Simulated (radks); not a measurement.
Problem. The manganese ion Mn+, configuration [Ar] 3d4 4s1 4p1 (not the ground configuration). Calculated with a radial shooting solver on a logarithmic mesh with Libxc functionals: scalar-relativistic Kohn-Sham, PBE, spin-polarised, spherical densities, point nucleus; open shells are filled with parallel spins first. Some entries of the table are withheld. Estimate them.

orbital  occ.  eigenvalue (eV)  r(max) (bohr)
1s up       1        -6444.884        0.03987
1s down     1        -6444.814        0.03987
2s up       1        -760.8806         0.2326
2s down     1        -758.9248         0.2324
2p up       3        -646.8404         0.1885
2p down     3        -645.3240         0.1883
3s up       1        -103.2462         0.7337
3s down     1         -98.4527         0.7347
3p up       3              (1)         0.7480
3p down     3              (2)         0.7496
3d up       4         -22.9470         0.7413
3d down     0         -18.3532         0.7485
4s up       1         -15.1981          2.240
4p up       1          -9.6593          2.656

Solution. 
(1) 3p up eigenvalue (eV): -71.7286
(2) 3p down eigenvalue (eV): -66.9991
